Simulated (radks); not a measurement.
Problem. These are the eigenvalues of the occupied orbitals of an atom or ion with whole-number occupations (eV). Method: Dirac Kohn-Sham, PBE, spin-unpolarised, spherical densities, finite nucleus; Fermi nuclear charge, rms radius of each element as measured or else 0.836 A^(1/3) + 0.57 fm; computed with a radial shooting solver on a logarithmic mesh with Libxc functionals.

orbital  eigenvalue
1s1/2     -53618.87
2s1/2     -8946.815
2p1/2     -8511.125
2p3/2     -7710.842
3s1/2     -2011.667
3p1/2     -1821.426
3p3/2     -1655.206
3d3/2     -1328.019
3d5/2     -1291.713
4s1/2     -419.4156
4p1/2     -344.3679
4p3/2     -307.3364
4d3/2     -183.7133
4d5/2     -177.0141
5p1/2      -53.3479
5p3/2      -48.0722
4f5/2      -30.0808
4f7/2      -29.1657
6s1/2      -18.4429

Which element is it, and in what charge state? The configuration may be excited. Open shells, if any, fill j = l - 1/2 first.

Solution. Z = 66, dysprosium, charge +2: Dy2+ in [Kr] 4d10 4f10 5p6 6s2. The list shows which subshells hold electrons but not how many an open one holds; the 1s level, -1970.5 hartree, gives Z - s = 62.8 by -(Z - s)^2/2, which with screening and relativity narrows Z to a few neighbours, and the depths of the outer levels then fix element, charge and occupations together.
